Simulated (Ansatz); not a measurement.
Relaxation of C$_{3}$H$_{9}$Cl$_{2}$NSn (16 atoms, charge 0, multiplicity 1), to a largest force component of 0.02 eV/Å in at most 40 steps.

Method: RKS PBE/def2-SVP in Ansatz 0.2.0.

```xyz
16
Properties=species:S:1:pos:R:3
Sn 0.000 0.000 0.000
Cl 0.000 0.000 2.410
C 2.027 0.000 -0.716
H 2.375 -1.046 -0.844
H 2.076 0.528 -1.691
H 2.679 0.519 0.018
N -0.989 1.714 -0.699
C -2.404 1.637 -1.091
H -2.956 1.007 -0.364
H -2.841 2.658 -1.103
H -2.484 1.189 -2.104
C -0.267 2.990 -0.797
H -0.375 3.400 -1.823
H -0.689 3.711 -0.066
H 0.808 2.826 -0.576
Cl -1.135 -1.967 -0.802
```

**Question.** Where does it end, and by what steps?

**Answer.** The forces met the threshold. The force dipped under the threshold on the way, but the program's further checks kept it going. After 14 steps the energy has fallen by 0.324 eV; H10 moved furthest, 1.08 Å.

```csv
step,energy less start (eV),largest force component (eV/Å),accepted
0,0.0000,1.098,yes
1,-0.1452,0.369,yes
2,-0.1801,0.306,yes
3,-0.2072,0.447,yes
4,-0.2254,0.664,yes
5,-0.2824,0.446,yes
6,-0.2846,0.354,yes
7,-0.3168,0.055,yes
8,-0.3202,0.030,yes
9,-0.3218,0.078,yes
10,-0.3216,0.104,no
11,-0.3233,0.022,yes
12,-0.3236,0.011,yes
13,-0.3238,0.008,yes
14,-0.3239,0.020,yes
```

```xyz
16
Properties=species:S:1:pos:R:3
Sn 0.061 0.135 -0.034
Cl -0.095 0.434 2.339
C 2.129 -0.097 -0.596
H 2.295 -1.167 -0.820
H 2.323 0.517 -1.496
H 2.768 0.224 0.248
N -0.917 1.618 -1.072
C -2.371 1.603 -1.080
H -2.745 0.562 -1.140
H -2.835 2.090 -0.186
H -2.744 2.145 -1.980
C -0.343 2.950 -0.977
H -0.657 3.558 -1.857
H -0.646 3.519 -0.062
H 0.767 2.908 -0.996
Cl -1.165 -1.835 -0.541
```

Whether the end is a true minimum wasn't checked by a vibrational analysis.

Run time: 38 s on 4 threads of Arm Neoverse V2, on a shared host, peak memory 0.26 GiB.
